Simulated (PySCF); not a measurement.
UHF on F⁺ (fluorine, charge +1)

Configuration: [He] 2s2 2p4, high-spin 3P determinant. Calculation: PySCF 2.14, in aug-cc-pVDZ (4s3p2d, 23 functions); no relativity, point nucleus.

```json
{
  "Total energy": "-98.801665 hartree",
  "One-electron energy": "-133.0888 hartree",
  "Hartree (Coulomb) energy": "43.9409 hartree",
  "Exchange energy": "-9.6538 hartree",
  "Kinetic energy": "98.72647 hartree",
  "⟨S²⟩": "2.0048",
  "⟨L²⟩": "2.008",
  "Sum of ⟨r⟩": "6.193 bohr",
  "Sum of ⟨r²⟩": "7.234 bohr²",
  "Traceless quadrupole moment −½Σ⟨3z² − r²⟩ along its main axis": "-0.565 e·bohr²",
  "Density at the nucleus (Gaussians lack the cusp)": "431 bohr⁻³",
  "Spin density at the nucleus": "0.447 bohr⁻³",
  "Langevin diamagnetic susceptibility": "-5.73 ×10⁻⁶ cm³/mol",
  "Time after the integrals": "0.06 s of wall time on 1 thread of Neoverse-V1 (shared host)"
}
```

| shell | electrons | mean orbital energy (eV) | spread (eV) | rms radius, mean of both spins (bohr) |
| --- | --- | --- | --- | --- |
| 1s α | 1 | -740.40 | 0 | 0.204 |
| 1s β | 1 | -737.44 | 0 | 0.204 |
| 2s α | 1 | -65.479 | 0 | 1.06 |
| 2s β | 1 | -54.474 | 0 | 1.06 |
| 2p α | 3 | -40.719 | 3.264 | 1.11 |
| 2p β | 1 | -35.583 | 0 | 1.11 |
